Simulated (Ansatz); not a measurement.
`C#CBN` + H₂Se → `NB[SeH]` + `C#C` at 600 K and 1 bar (ligand exchange at a B–C bond).

Gas-phase electronic energies from Ansatz, PBE0-D4/def2-TZVP geometries. CCSD(T)/CBS adds triple-zeta CCSD(T) − MP2 to the extrapolated MP2 energy (def2 sets, frozen cores). This one scheme is used for every species. For Se outer-core shells are correlated without core-valence functions, which leaves a few kJ/mol of doubt a bond. Scalar relativity is left out up to krypton. One conformer a species, not always the lowest.

```
  species  CCSD(T)/CBS energy (Eh)  H − E (kJ/mol)  S (J/(mol·K))
  `C#CBN`               -157.99831           200.7          351.0
     H₂Se              -2401.89790            57.0          244.8
`NB[SeH]`              -2482.67368           168.4          350.6
    `C#C`                -77.22717            96.2          235.4
```

H − E and S are ideal-gas, rigid-rotor, harmonic terms from PBE0-D4/def2-TZVP, for one conformer and one mirror image of each species. 1 Eh = 2625.50 kJ/mol, R = 8.31446 J/(mol·K).

Task: By hand: ΔE, ΔH, ΔS and ΔG.

Result: ΔE = (-2482.67368) + (-77.22717) − (-157.99831) − (-2401.89790) = -0.00464 Eh = -12.2 kJ/mol. Δ(H − E) = 168.4 + 96.2 − 200.7 − 57.0 = 6.9, so ΔH = -5.3 kJ/mol. ΔS = 350.6 + 235.4 − 351.0 − 244.8 = -9.8 J/(mol·K). ΔG = -5.3 − 600 × (-9.8)/1000 = 0.6 kJ/mol.

Task: By hand: the equilibrium constant, and the temperature at which ΔG would vanish if ΔH and ΔS stayed fixed.

Result: log₁₀ K = −ΔG/(RT ln 10) = -0.1. ΔG = 0 at ΔH/ΔS = 541 K, though so small a ΔH makes that figure unsure.

TΔS isn't small against ΔH here. The sign of ΔG lies within the doubt. A doubt of 5 kJ/mol in ΔE shifts log₁₀ K by 0.4 here. Other conformers and mirror images would add mixing entropy, several J/(mol·K) or more a flexible species. These are equilibria of isolated gas molecules and say nothing of rates. Largest T1 diagnostic: 0.014 (customary marks: 0.02 for closed shells, 0.045 for open ones).
